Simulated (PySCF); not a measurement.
CH3AlCl, charge +1. Atoms are numbered in the order given.

```xyz
6

Al     0.0000     0.0000    -0.4109
C      0.0000     0.0000    -2.3218
H     -0.8933    -0.5158    -2.6800
H      0.8933    -0.5158    -2.6800
H      0.0000     1.0315    -2.6800
Cl     0.0000     0.0000     1.6066
```
Charge +1, spin multiplicity 1.

The structure is a stationary point at B3LYP-D3(BJ)/def2-TZVP. The multiplicity is an assumed one; other spin states were not compared. The isomer is the one that the SMILES or the coordinates give; other isomers of the formula were not compared.

Method: HF/def2-TZVPD (PySCF).

Symmetry labels are those of the subgroup Cs that the program uses (full group C3v).

Computed valence orbital energies around the gap with their symmetry:
```
orbital  symmetry  energy (eV)
-------  --------  -----------
HOMO−7         A'       -35.41
HOMO−6         A'       -31.34
HOMO−5         A'       -21.21
HOMO−4         A"       -21.03
HOMO−3         A'       -21.03
HOMO−2         A'       -18.65
HOMO−1         A"       -18.65
HOMO           A'       -18.35
LUMO           A'        -4.43
LUMO+1         A'        -3.83
LUMO+2         A"        -3.83
LUMO+3         A'        -1.49
```
